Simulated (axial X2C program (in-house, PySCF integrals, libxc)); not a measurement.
# Which molecule has these constants?

All values come from calculations with an in-house relativistic program for diatomic molecules, spin-free (one-electron X2C) or two-component (2c: spin–orbit coupling with atomic mean-field Coulomb and Gaunt terms, which also bring small scalar terms), in Dyall basis sets with cores contracted in-house; open shells are unrestricted.

A two-component CCSD(T) calculation in a Dyall 3-zeta basis gave Re = 1.820 Å, ωe = 887.4 cm⁻¹, De = 3.46 eV, Ω = 1/2.

Problem. Which molecule is it?
A. BeO⁻
B. BeS⁻
C. BeSe⁻

Solution. B. The others have BeSe⁻ 1.951 Å and 749.6 cm⁻¹ (Ω = 1/2); BeO⁻ 1.374 Å and 1382.4 cm⁻¹ (Ω = 1/2).

Frozen shells (counts by l): BeS⁻ S 2s1p, Be 1s, 9 electrons correlated; BeSe⁻ Se 3s2p1d, Be 1s, 9 electrons correlated; BeO⁻ O 1s, Be 1s, 9 electrons correlated. Coupled cluster in natural virtuals with an MP2 remainder. Where the outer core of a metal is frozen, bonds come out longer and ionisation energies lower.

Each entry is the lowest single determinant of a limited PBE0 search at one distance. De goes to single-determinant-based atoms at the same level (for ions the charge split of lowest energy) and is withheld (n/a) where an atom does not fit its ground term or J level. Main or longest-lived isotopes. One determinant is a doubtful description, or other states lie close, for BeO⁻; these need not be ground states, and all values refer to the states named.
